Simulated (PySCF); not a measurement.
P (phosphorus, neutral) across methods

[Ne] 3s2 3p3, high-spin 4S determinant. All numbers are calculated (PySCF 2.14, no relativity, point nucleus, in def2-QZVPPD).

| method | E (hartree) | mean ε 3s α (eV) | mean ε 3s β (eV) | mean ε 3p α (eV) | Σ⟨r²⟩ (bohr²) | ⟨S²⟩ |
| --- | --- | --- | --- | --- | --- | --- |
| PBE | -341.1150 | -14.716 | -11.992 | -6.279 | 30.19 | 3.750 |
| BLYP | -341.2772 | -14.416 | -12.119 | -5.953 | 30.34 | 3.751 |
| UHF | -340.71905 | -22.753 | -15.133 | -10.669 | 30.25 | 3.751 |
| revPBE | -341.2123 | -14.705 | -11.898 | -6.264 | 30.13 | 3.751 |
| HSE06 | -341.1623 | -16.470 | -12.750 | -7.116 | 30.03 | 3.750 |
| r2SCAN | -341.2490 | -15.596 | -11.935 | -6.693 | 29.98 | 3.750 |
| CAM-B3LYP | -341.2824 | -18.455 | -14.809 | -8.695 | 30.16 | 3.750 |
| LDA | -340.0051 | -14.693 | -12.241 | -6.287 | 30.33 | 3.751 |

(1) Estimate the same row for PBE0.

Results:

(1) E (hartree) = -341.1456; mean ε 3s α (eV) = -16.895; mean ε 3s β (eV) = -13.132; mean ε 3p α (eV) = -7.526; Σ⟨r²⟩ (bohr²) = 30.02; ⟨S²⟩ = 3.750.
